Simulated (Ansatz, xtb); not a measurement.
**Isomers of C6H4N2S in order of energy**

6 gas-phase structures of C6H4N2S, from a drawn sample of its isomers (lower ones may exist). Each was relaxed with GFN2-xTB; where two conformers were screened, the lower at r2SCAN-D4/def2-SVP is listed:

A. `C#CC(=C)c1cnsn1`, a singlet
B. `C=Cc1csc(C#N)n1`, a singlet
C. `C#CC(=S)n1ccnc1`, a singlet
D. `N#Cc1cc[n+]([S-])cc1`, a singlet
E. `[H]/N=C\c1ccc(C#N)s1`, a singlet
F. `C=Cc1nscc1C#N`, a singlet

**Question.** Estimate their order in r2SCAN-D4/def2-SVP energy at these geometries, lowest first.

**Answer.** Calculated order at r2SCAN-D4/def2-SVP: E (0.0), D (0.8), B (1.4), F (4.9), C (29.5), A (42.0) kcal/mol. Less than 1 kcal/mol parts E and D; D and B, so the order within those pairs means little.

Energies above the lowest of each column, in kcal/mol; the last columns are at PBE-D3(BJ)/def2-SVP geometries and were run for some of them only (a dash: not run or not comparable):

| structure | GFN2-xTB | HF/STO-3G | r2SCAN-D4/def2-SVP | PBE-D3(BJ)/def2-SVP | CCSD(T)/def2-SVP + ΔMP2/def2-TZVPP |
| --- | --- | --- | --- | --- | --- |
| E | 19.2 | 0.6 | 0.0 | 0.0 | 0.0 |
| D | 0.0 | 21.3 | 0.8 | 0.0 | 8.1 |
| B | 13.8 | 0.0 | 1.4 | 1.3 | 2.4 |
| F | 14.0 | 2.5 | 4.9 | 4.7 | 1.5 |
| C | 14.8 | 48.7 | 29.5 | – | – |
| A | 29.6 | 51.0 | 42.0 | – | – |

CCSD(T)/def2-SVP + ΔMP2/def2-TZVPP puts E lowest of those it was run on; GFN2-xTB picks D, HF/STO-3G picks B. CCSD(T)/def2-SVP + ΔMP2/def2-TZVPP orders those it was run on as E (0.0), F (1.5), B (2.4), D (8.1) kcal/mol. Less than 1 kcal/mol parts F and B, so the order within that pair means little. Some further structures that were screened fall inside this span and aren't listed. Flexible structures stand in one conformer each, not always the lowest. Frequencies (GFN2-xTB) were run for B, D, E, F alone. The ΔMP2 step shifts differences by up to 4.1 kcal/mol, which makes them less sure. Large T1 diagnostics make some coupled-cluster values less sure. ΔMP2 is the change of the MP2 energy from the smaller to the larger basis.

Over these structures GFN2-xTB departs from r2SCAN-D4/def2-SVP by 11.4 kcal/mol on average once a common shift is removed. A GFN2-xTB relaxation took about 0.1 s and the r2SCAN-D4/def2-SVP energy about 2.4 s on a shared host (Ansatz 0.2.0, xtb 6.7.1).
